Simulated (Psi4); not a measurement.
Torsional profile of SMILES C=C[SiH2][Si](C)(C)C. Scanned: dihedral C1–C2–Si3–Si4; all other coordinates were relaxed at GFN2-xTB. Points at φ and −φ are mirror images.

Geometry of the scan point at 60° (Å):
```
21

C      3.5768    -0.1250    -0.4752
C      2.4176    -0.7585    -0.5585
Si     0.8093     0.0495    -1.1310
Si     1.0206     0.8666    -3.3066
C      1.9182     2.5568    -3.3378
C     -0.6913     1.1140    -4.1226
C      2.0248    -0.3342    -4.4073
H      3.6673     0.9217    -0.7202
H      4.4884    -0.6068    -0.1529
H      2.3940    -1.8100    -0.2984
H      0.4817     1.1012    -0.1529
H     -0.2369    -0.9747    -0.9725
H      1.9756     2.9635    -4.3440
H      1.4047     3.2874    -2.7194
H      2.9346     2.4699    -2.9647
H     -0.6033     1.4912    -5.1379
H     -1.2945     1.8224    -3.5623
H     -1.2445     0.1806    -4.1680
H      1.5292    -1.2969    -4.4935
H      3.0115    -0.5131    -3.9893
H      2.1607     0.0545    -5.4130
```

Computed with PBE-D3(BJ)/def2-SVP // GFN2-xTB (Psi4).

Scanned values (°): -165, -150, -135, -120, -105, -90, -75, -60, -45, -30, -15, 0, 15, 30, 45, 60, 75, 90, 105, 120, 135, 150, 165, 180.

Describe the profile: where are the wells and the tops?

Lower than their neighbours: -105° (0.00 kJ/mol), 0° (1.28 kJ/mol), 105° (0.00 kJ/mol). Higher than their neighbours: -60° (4.45 kJ/mol), 60° (4.45 kJ/mol), 180° (9.01 kJ/mol). The whole profile spans 9.01 kJ/mol.
